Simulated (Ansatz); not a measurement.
Program: Ansatz. Geometries: PBE0-D4/def2-TZVP. ΔE: electronic, gas phase. CBS: MP2 limit from def2 TZ/QZ plus the TZ coupled-cluster correction, frozen cores. This one scheme is used for every species. Functionals use def2-TZVPP. B3LYP here is the variant with VWN-RPA as its local correlation; programs differ in this. HSE06 is defined as in plane-wave codes. For Mg outer-core shells are correlated without core-valence functions, which leaves a few kJ/mol of doubt a bond. Each species was taken in one conformer, which may not be the lowest.

`CC(C)[O][Mg][F]` + HCl → `CC(C)[O][Mg][Cl]` + H–F  (ligand exchange at a Mg–F bond)

```tsv
level	ΔE (kJ/mol)	difference from CCSD(T)/CBS
r2SCAN-D4	-23.1	2.2
B97M-V	-22.4	2.9
HSE06-D4	-28.0	-2.7
ωB97X-V	-21.6	3.7
PBE-QIDH	-28.7	-3.4
PBE0	-26.4	-1.1
B3LYP	-17.5	7.8
HSE06	-27.1	-1.8
HF/def2-TZVPP	-35.0	-9.7
HF/def2-QZVPP	-31.8	-6.5
CCSD(T)/CBS	-25.3	0
```

Largest T1 diagnostic among the species: 0.011.

From PBE to PBE0 (25 % exact exchange), in def2-TZVPP and without D4, ΔE moves by −8.1 kJ/mol. In def2-TZVPP, CCSD(T) changes the Hartree–Fock value by +11.6 kJ/mol (the triples alone add +0.5 kJ/mol) and MP2 by +11.1 kJ/mol. Leaving LDA and LC-ωPBE aside and taking each functional with its dispersion term where it has one, the values, not all of them listed here, spread over 16.7 kJ/mol, from r2SCAN0-D4 to BLYP-D4.

CCSD(T)/CBS has its own doubt, a few kJ/mol and more with outer-core shells, so smaller differences from it don't rank the levels.
